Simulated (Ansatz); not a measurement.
Geometry optimisation, Ansatz 0.2.0, RKS PBE-D4/cc-pVDZ.

The input (input.yaml):

```yaml
crystal:
  periodic: [false, false, false]
  atoms:
    - { symbol: C, position_ang: [-0.3051, -0.6581, 1.1844] }
    - { symbol: "N", position_ang: [0.2044, -0.4665, -0.146] }
    - { symbol: C, position_ang: [1.3236, 0.2606, -0.3364] }
    - { symbol: "N", position_ang: [1.1366, 1.0332, -1.3127] }
    - { symbol: Si, position_ang: [-0.5503, 0.4504, -1.3104] }
    - { symbol: F, position_ang: [-1.5391, 1.5008, -0.5882] }
    - { symbol: H, position_ang: [0.3435, -1.2167, 1.7976] }
    - { symbol: H, position_ang: [-1.2774, -1.1209, 1.1311] }
    - { symbol: H, position_ang: [-0.4939, 0.3637, 1.7275] }
    - { symbol: H, position_ang: [2.2517, 0.0953, 0.3245] }
    - { symbol: H, position_ang: [-1.0285, -0.2989, -2.4508] }
basis:
  gaussian: { orbitals: cc-pVDZ }
hamiltonian:
  xc: pbe
  dispersion: d4
relax:
  f_tol: 0.02
  max_steps: 50
```

Run as:

```bash
$ ansatz run input.yaml --threads 2 --pin off --max-ram 3072MiB --backend cpu --events-out ev --progress --plain --runs-dir out
```

Problem. Where does it end, and by what steps?

Solution. The run converged. After 23 steps the energy has fallen by 1.164 eV; F6 moved furthest, 1.01 Å.

| step | energy less start (eV) | largest force component (eV/Å) | accepted |
| --- | --- | --- | --- |
| 0 | 0.0000 | 4.625 | yes |
| 1 | -0.8523 | 2.073 | yes |
| 2 | -1.0717 | 0.407 | yes |
| 3 | -1.0883 | 0.265 | yes |
| 4 | -1.0985 | 0.274 | yes |
| 5 | -1.1053 | 0.189 | yes |
| 6 | -1.1149 | 0.100 | yes |
| 7 | -1.1220 | 0.144 | yes |
| 8 | -1.1273 | 0.125 | yes |
| 9 | -1.1166 | 0.593 | no |
| 10 | -1.1354 | 0.096 | yes |
| 11 | -1.1408 | 0.173 | yes |
| 12 | -1.1417 | 0.244 | yes |
| 13 | -1.1343 | 0.708 | no |
| 14 | -1.1513 | 0.104 | yes |
| 15 | -1.1567 | 0.123 | yes |
| 16 | -1.1535 | 0.156 | no |
| 17 | -1.1595 | 0.036 | yes |
| 18 | -1.1613 | 0.086 | yes |
| 19 | -1.1618 | 0.162 | yes |
| 20 | -1.1634 | 0.022 | yes |
| 21 | -1.1635 | 0.062 | yes |
| 22 | -1.1639 | 0.024 | yes |
| 23 | -1.1640 | 0.018 | yes |

```xyz
11
Properties=species:S:1:pos:R:3
C -0.303 -0.706 1.377
N 0.053 0.185 0.285
C 1.288 0.203 -0.380
N 1.259 0.762 -1.577
Si -0.522 0.721 -1.355
F -1.405 2.115 -1.379
H 0.557 -0.807 2.072
H -0.594 -1.728 1.042
H -1.148 -0.277 1.951
H 2.193 -0.226 0.104
H -1.311 -0.300 -2.120
```

Whether the end is a true minimum wasn't checked by a vibrational analysis.

Time of the run: 63 s on 2 threads of Arm Neoverse V1, on a shared host, peak memory 0.16 GiB.
